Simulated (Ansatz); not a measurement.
The cluster Zn2F2⁺. The state is a doublet with charge 1. Geometry PBE0-D4/def2-SVP; atoms count from 1.

```tsv
atom	x (Å)	y (Å)	z (Å)
Zn1	-0.672	1.205	-0.428
Zn2	0.672	-1.205	0.428
F3	-0.329	-0.569	-1.087
F4	0.329	0.569	1.087
```

Another isomer (doublet) lies 0.42 eV lower at PBE0-D4/def2-TZVP; other spin states weren't run for this one.

(1) Estimate the Mulliken populations from the PBE0/def2-TZVP orbitals of Ansatz.

(2) Where does the spin sit?

(3) And the Mayer bond orders between heavy atoms (over 0.3)?

Answers

(1) 
| atom | charge (e) | spin (α − β) | d electrons |
| --- | --- | --- | --- |
| Zn1 | 0.94 | 0.51 | 10.05 |
| Zn2 | 0.94 | 0.51 | 10.05 |
| F3 | -0.44 | -0.01 | – |
| F4 | -0.44 | -0.01 | – |
Mulliken values depend strongly on the basis.

(2) Summed by element: Zn 1.03, F -0.03, of 1 unpaired in all. Largest on single atoms: Zn2 0.51, Zn1 0.51, F3 -0.01.

(3) Zn1–Zn2 0.41 (2.89 Å); Zn1–F3 0.44 (1.92 Å); Zn1–F4 0.44 (1.92 Å); Zn2–F3 0.44 (1.92 Å); Zn2–F4 0.44 (1.92 Å).
